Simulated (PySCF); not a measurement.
Isomers of C8H11 (doublet state), one GFN2-xTB conformer each. Single-point energies are computed at B3LYP/pcH-1 (PySCF, gas phase, no added dispersion term), electronic only. GFN2-xTB treats the open shell by occupation alone, and not every SCF solution was tested for stability.

| SMILES | GFN2-xTB relative energy (kJ/mol) |
| --- | --- |
| C[C](C)C1=CC=CC1 | 0.0 |
| [C]1=CCC[C@@H]1C1CC1 | 193.8 |

Conformers: `[CH3:1][C:2]([CH3:3])[C:4]1=[CH:5][CH:6]=[CH:7][CH2:8]1` (doublet state) with C1–C2–C4–C5 180°; `[C:1]1=[CH:2][CH2:3][CH2:4][C@@H:5]1[CH:6]1[CH2:7][CH2:8]1` (doublet state) with C4–C5–C6–C7 86°, C1–C2–C3–C4 -9°, C2–C3–C4–C5 16°, C3–C4–C5–C6 103°, C5–C6–C7–C8 110°.

Task: What does B3LYP/pcH-1 give for the same structures?

Result: 
```json
{"SMILES": "C[C](C)C1=CC=CC1", "B3LYP/pcH-1 E (Eh)": "-311.44511", "B3LYP/pcH-1 (kJ/mol)": "0.0", "GFN2-xTB (kJ/mol)": "0.0", "point group": "–"}
{"SMILES": "[C]1=CCC[C@@H]1C1CC1", "B3LYP/pcH-1 E (Eh)": "-311.36077", "B3LYP/pcH-1 (kJ/mol)": "221.4", "GFN2-xTB (kJ/mol)": "193.8", "point group": "C1"}
```

Both levels put the same isomer lowest. As drawn, the higher has a three-membered ring, which the lower lacks.
